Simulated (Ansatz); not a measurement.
Ansatz results at the PBE0-D4/def2-TZVP geometry: LUMO energy (PBE/def2-TZVPP) -1.24 eV; HOMO–LUMO gap (PBE/def2-TZVPP) 4.93 eV; HOMO–LUMO gap (B3LYP/def2-TZVPP) 6.51 eV.

Each molecule was computed in one conformer, which needn't be the lowest.

(1) Which molecule gave them?
A. `Cl[SiH2][SeH]`
B. `N[SiH](Cl)O[SiH3]`
C. `CO[SiH2]C#N`
D. `N#C[Si](Cl)(Cl)C#N`

Results:

(1) A. The others give `N#C[Si](Cl)(Cl)C#N`: -3.19, 5.80, 7.67; `CO[SiH2]C#N`: -1.96, 5.47, 7.56; `N[SiH](Cl)O[SiH3]`: -0.70, 5.86, 7.70.

B3LYP here is the variant with VWN-RPA as its local correlation; programs differ in this.
